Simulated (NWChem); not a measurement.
Species: BNH$_{3}$ cation

```xyz
5

B      0.0000     0.0000    -0.7758
N      0.0000     0.0000     0.5444
H      0.0000     0.0000    -1.9486
H      0.0000     0.8564     1.1079
H      0.0000    -0.8564     1.1079
```
Atoms are numbered in this order, from 1.

Program: NWChem. Pople sets run with spherical d functions. Structure relaxed at the B3LYP/6-31G* (spherical d) level. Atomic charges in e: unrestrained fits to the electrostatic potential beside Mulliken populations; buried atoms are poorly determined by the fit.

What does the run give for Hartree-Fock/6-31G*? Quantities: ESP B1; Mulliken B1; ESP N2; Mulliken N2; relative RMS misfit of the potential (%).

ESP B1: 0.92
Mulliken B1: 0.67
ESP N2: -0.96
Mulliken N2: -0.86
relative RMS misfit of the potential (%): 2
